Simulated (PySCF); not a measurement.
Excitations are Tamm–Dancoff values on a coarser integration grid. The basis has no diffuse functions, so Rydberg states are missing or too high.

Cartesian coordinates (Å):
SMILES: CC(C)CO
```xyz
15

C     -0.3675     1.2608     0.5584
C     -0.1068    -0.2310     0.3535
C     -1.3281    -0.9275    -0.2458
C      1.1143    -0.4733    -0.5333
O      2.3304     0.0317     0.0061
H     -0.5518     1.7585    -0.3988
H     -1.2435     1.4226     1.1890
H      0.4745     1.7568     1.0459
H      0.1108    -0.6802     1.3284
H     -2.2035    -0.8029     0.3938
H     -1.1550    -1.9985    -0.3715
H     -1.5736    -0.5111    -1.2268
H      0.9295    -0.0536    -1.5324
H      1.2745    -1.5459    -0.6540
H      2.2957     0.9934     0.0003
```
Charge 0, spin multiplicity 1.

### Question
Give the S1 oscillator strength, S1 excitation (TDA) and HOMO–LUMO gap at the level PBE-D3(BJ)/def2-TZVP // B3LYP-D3(BJ)/def2-TZVP (PySCF 2.14.0).

### Answer

```json
{
  "S1 oscillator strength": "0.002",
  "S1 excitation (TDA)": "6.33 eV",
  "HOMO–LUMO gap": "6.23 eV"
}
```
